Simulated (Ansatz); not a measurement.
`CS[BH][GeH3]` + `CN[SiH2]O` → `C[N]([GeH3])[SiH2]O` + `BSC`  (cleavage of the Ge–B bond)

Computed with Ansatz on PBE0-D4/def2-TZVP structures; ΔE is electronic, products minus reactants. CCSD(T)/CBS is the MP2 limit (def2-TZVPP, def2-QZVPP) plus CCSD(T) − MP2 in def2-TZVPP, frozen cores. For Ge outer-core shells are correlated without core-valence functions, which leaves a few kJ/mol of doubt a bond. Scalar relativity is left out up to krypton. One conformer a species, not always the lowest.

| species | CCSD(T)/CBS(def2) energy (Eh) |
| --- | --- |
| `CS[BH][GeH3]` | -2540.95420 |
| `CN[SiH2]O` | -461.28708 |
| `C[N]([GeH3])[SiH2]O` | -2538.60305 |
| `BSC` | -463.64092 |

(1) Work out ΔE.

Largest T1 diagnostic among the species: 0.014.

Answers

(1) ΔE = (-2538.60305) + (-463.64092) − (-2540.95420) − (-461.28708) = -0.00269 Eh = -7.1 kJ/mol.

The D4 term adds −6.8 kJ/mol with B3LYP and −3.7 kJ/mol with PBE0; it sums over pairs of atoms, weighted by their polarisabilities, and B3LYP, whose exchange is more repulsive, gets the larger term. From PBE to PBE0 (25 % exact exchange), in def2-TZVPP and without D4, ΔE moves by −3.6 kJ/mol.

B3LYP here is the variant with VWN-RPA as its local correlation; programs differ in this.
